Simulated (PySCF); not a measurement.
Gas-phase reaction: 2 CH2F + 3 HF → C2HF5 + 6 H

Method: PySCF energies (xtb for GFN2) plus ideal-gas RRHO corrections (1 bar). † marks an energy on the PBE0/def2-TZVP geometry and frequencies; other levels use their own. MP2 freezes the core. Open shells (unrestricted): CH2F (multiplicity 2), H (multiplicity 2); the rest are closed-shell singlets. GFN2 has no spin-polarisation term. CH2F: computed as isolated molecules; such fragments, hydroxides, amides, oligomers or adducts are transient or little studied in the gas. MP2 isn't extrapolated to the basis-set limit; its ΔH°(298 K) is 865.9 kJ in def2-SVP and 991.7 kJ in def2-TZVPP. The harmonic model lacks anharmonicity and excited electronic states, which grow with temperature; levels with a mode under 35 cm⁻¹ are left out. Internal rotation in C2HF5 is treated as a harmonic vibration of one conformer, which makes the entropy rough.

```csv
level,"ΔE electronic, kJ","ΔH°(298 K), kJ","ΔS°(298 K), J/K","ΔG°(1800 K), kJ"
BLYP/def2-TZVP†,1164,1068,28,910
GFN2-xTB,1184,1093,34,922
M06-2X/def2-TZVP†,1099,1003,28,845
MP2/def2-TZVPP†,1088,992,28,833
PBE/def2-SVP,943,851,30,689
PBE0/def2-TZVP,1088,992,28,834
r2SCAN/def2-TZVP†,1109,1013,28,854
ωB97M-V/def2-TZVP†,1104,1008,28,849
```
ΔH° is lowest at PBE/def2-SVP and highest at GFN2-xTB. No reference value is set beside these.
